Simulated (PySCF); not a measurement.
## Single point on CdP

State: ⁴Σ⁻ (quartet), unpaired electrons σ ↑, π ↑↑.

An equivalent input (the run itself took its basis sets from the Basis Set Exchange, started from a PBE0 density and held the occupation σ 9α 8β, πx 4α 3β, πy 4α 3β, δx 1α 1β, δy 1α 1β):

```python
from pyscf import gto, scf
mol = gto.M(atom='Cd 0 0 0; P 0 0 2.68', basis={'Cd': 'def2-TZVPP', 'P': 'def2-TZVPP'}, ecp={'Cd': 'def2-TZVPP'},
            charge=0, spin=3, verbose=4, symmetry='C2v')
mf = scf.ROHF(mol)
mf.irrep_nelec = {'A1': (10, 9), 'A2': (1, 1), 'B1': (4, 3), 'B2': (4, 3)}
mf.conv_tol = 1e-9
mf.max_cycle = 60
mf.diis_space = 10
mf.kernel()
```

The log (some set-up lines and the per-cycle HOMO/LUMO lines removed):

```
******** <class 'pyscf.scf.hf_symm.SymAdaptedROHF'> ********
method = SymAdaptedROHF
damping factor = 0
level_shift factor = 0
DIIS = <class 'pyscf.scf.diis.CDIIS'>
diis_start_cycle = 1
diis_space = 10
diis_damp = 0
SCF conv_tol = 1e-09
SCF conv_tol_grad = None
SCF max_cycles = 60
num. doubly occ = 16  num. singly occ = 3
Set gradient conv threshold to 3.16228e-05
init E= -507.570045970593
cycle= 1 E= -507.57538742793  delta_E= -0.00534  |g|= 0.0673  |ddm|= 0.304
cycle= 2 E= -507.576405392565  delta_E= -0.00102  |g|= 0.0288  |ddm|= 0.128
cycle= 3 E= -507.576596568736  delta_E= -0.000191  |g|= 0.0101  |ddm|= 0.0246
cycle= 4 E= -507.576668382769  delta_E= -7.18e-05  |g|= 0.00321  |ddm|= 0.0298
cycle= 5 E= -507.576694413645  delta_E= -2.6e-05  |g|= 0.00214  |ddm|= 0.01
cycle= 6 E= -507.576729496426  delta_E= -3.51e-05  |g|= 0.00227  |ddm|= 0.0143
cycle= 7 E= -507.576772331216  delta_E= -4.28e-05  |g|= 0.00186  |ddm|= 0.0199
cycle= 8 E= -507.576870110084  delta_E= -9.78e-05  |g|= 0.000736  |ddm|= 0.08
cycle= 9 E= -507.576873066937  delta_E= -2.96e-06  |g|= 0.000358  |ddm|= 0.0096
cycle= 10 E= -507.576873554676  delta_E= -4.88e-07  |g|= 9.67e-05  |ddm|= 0.0031
cycle= 11 E= -507.576873648686  delta_E= -9.4e-08  |g|= 6.06e-05  |ddm|= 0.00344
cycle= 12 E= -507.576873654114  delta_E= -5.43e-09  |g|= 1.74e-05  |ddm|= 0.00109
cycle= 13 E= -507.576873656544  delta_E= -2.43e-09  |g|= 4.74e-06  |ddm|= 0.000535
cycle= 14 E= -507.576873656658  delta_E= -1.15e-10  |g|= 1.08e-06  |ddm|= 0.000106
Extra cycle  E= -507.576873656657  delta_E= 9.09e-13  |g|= 4.84e-07  |ddm|= 2.85e-06
converged SCF energy = -507.576873656657
```

A point of this curve took 1.5 CPU seconds beside 0.54 for the integrals, on Arm Neoverse V1 (shared host).

Spin–orbit coupling is left out. The state was picked by a PBE0 search and need not be the measured ground state.
